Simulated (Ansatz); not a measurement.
Relaxation of C₂H₈BFSi (13 atoms, charge 0, multiplicity 1), to a largest force component of 0.02 eV/Å in at most 50 steps.

Method: Ansatz, RKS PBE0-D4/def2-SVP.

```xyz
13
Properties=species:S:1:pos:R:3:forces:R:3
B -0.442 1.849 1.132 -3.90 4.04 -2.05
C -0.663 0.623 0.168 -6.90 -0.07 -9.26
C 0.583 -0.216 0.120 2.87 -2.20 -1.28
Si 0.472 -1.695 -0.988 -3.88 1.62 -1.76
F 0.080 -1.196 -2.575 0.69 -0.68 2.10
H 0.523 2.108 1.693 1.75 0.08 0.41
H -1.363 2.650 1.259 -0.02 -0.86 0.41
H -1.468 0.033 0.541 -1.54 -0.25 -0.34
H -0.120 0.760 0.849 8.50 0.14 13.15
H 1.469 0.387 -0.228 -0.60 -0.34 0.28
H 0.853 -0.584 1.175 0.03 -0.05 -1.21
H -0.704 -2.516 -0.482 0.31 0.20 -0.27
H 1.581 -2.480 -0.990 2.69 -1.64 -0.18
```

**Question.** Where does it end, and by what steps?

**Answer.** The run converged. After 27 steps the energy has fallen by 5.902 eV; H9 moved furthest, 1.42 Å. The start is strongly strained (largest force component 13 eV/Å), so its close contacts needn't be bonds. Parted: B1–H9 (1.17 → 2.22 Å).

| step | energy less start (eV) | largest force component (eV/Å) | accepted |
| --- | --- | --- | --- |
| 0 | 0.0000 | 13.153 | yes |
| 1 | -2.8580 | 5.481 | yes |
| 2 | -4.0065 | 2.504 | yes |
| 3 | -4.6852 | 1.811 | yes |
| 4 | -5.1789 | 1.204 | yes |
| 5 | -5.4773 | 0.890 | yes |
| 6 | -5.6095 | 1.064 | yes |
| 7 | -5.6373 | 1.550 | yes |
| 8 | -5.7634 | 0.383 | yes |
| 9 | -5.6997 | 1.415 | no |
| 10 | -5.7864 | 0.140 | yes |
| 11 | -5.7968 | 0.176 | yes |
| 12 | -5.8030 | 0.133 | yes |
| 13 | -5.8094 | 0.133 | yes |
| 14 | -5.8127 | 0.302 | yes |
| 15 | -5.8207 | 0.209 | yes |
| 16 | -5.8426 | 0.313 | yes |
| 17 | -5.8217 | 0.957 | no |
| 18 | -5.8607 | 0.212 | yes |
| 19 | -5.8770 | 0.130 | yes |
| 20 | -5.8901 | 0.275 | yes |
| 21 | -5.8959 | 0.257 | yes |
| 22 | -5.8997 | 0.109 | yes |
| 23 | -5.9003 | 0.195 | yes |
| 24 | -5.9008 | 0.077 | yes |
| 25 | -5.9012 | 0.030 | yes |
| 26 | -5.9014 | 0.028 | yes |
| 27 | -5.9015 | 0.012 | yes |

```xyz
13
Properties=species:S:1:pos:R:3
B -0.350 1.971 1.166
C -0.515 0.556 0.546
C 0.736 -0.257 0.197
Si 0.391 -1.764 -0.852
F -0.391 -1.270 -2.197
H 0.699 2.575 1.091
H -1.303 2.525 1.667
H -1.061 0.828 -0.390
H -1.261 -0.046 1.093
H 1.472 0.373 -0.334
H 1.249 -0.594 1.116
H -0.510 -2.725 -0.149
H 1.645 -2.450 -1.279
```

The run took 100 s on 2 threads of Intel(R) Xeon(R) Platinum 8488C (Sapphire Rapids), on a shared host, peak memory 0.28 GiB.
